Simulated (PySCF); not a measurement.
# How the method changes the shape and vibrations of GeH2O

These are calculations, not measurements. They come from PySCF 2.14.0, an open-source quantum chemistry program, on an isolated molecule that a program drew, which may never have been made. The molecule is GeH2O (charge 0, singlet), drawn as the SMILES string `[O]=[GeH2]`.

The geometry was optimised and harmonic frequencies were computed with HF and MP2, all in the cc-pVDZ basis, for the commonest isotopes, with a restricted reference for singlets and an unrestricted one otherwise, and a frozen core in MP2. Germanium has the cc-pVDZ-PP basis, with a core potential (ECP10MDF) in place of its 10 inner electrons, and its 3s, 3p and 3d shells are frozen in MP2. Each result is a local minimum of its method.

Geometry at the HF minimum:
```xyz
4
GeH2O, angstrom
O     0.3804   -1.9290    0.8756
Ge    0.1615   -0.3271    0.8922
H    -0.8243    0.4035   -0.0174
H     0.9178    0.6227    1.8190
```

Lengths of the bonds as drawn, in Å (atoms numbered as above):
| bond | HF | MP2 |
|---|---|---|
| O1-Ge2 | 1.617 | 1.669 |
| Ge2-H3 | 1.527 | 1.538 |
| Ge2-H4 | 1.527 | 1.538 |

Rotational constants, in GHz:
| constant | HF | MP2 |
|---|---|---|
| A | 155.4 | 152.2 |
| B | 13.69 | 12.89 |
| C | 12.58 | 11.89 |

Harmonic frequencies in cm^-1, each column in rising order, so a row needn't be the same motion in every method:
```
rank    HF   MP2
   1   640   593
   2   684   601
   3   956   894
   4  1056     ?
   5  2242  2171
   6  2263  2175
```

**Estimate the missing MP2 frequency from the HF column.**

A single factor s that minimises the squared misfit of MP2 against s times HF over the other rows is sum(HF x MP2) / sum(HF^2) = 0.9577, with an rms misfit of 30 cm^-1. For rank 4 it gives 0.9577 x 1056 = 1011 cm^-1. The calculation gives 965 cm^-1, 46 cm^-1 below the estimate. The drawn bonds are on average 1.6 % longer in MP2 than in HF.
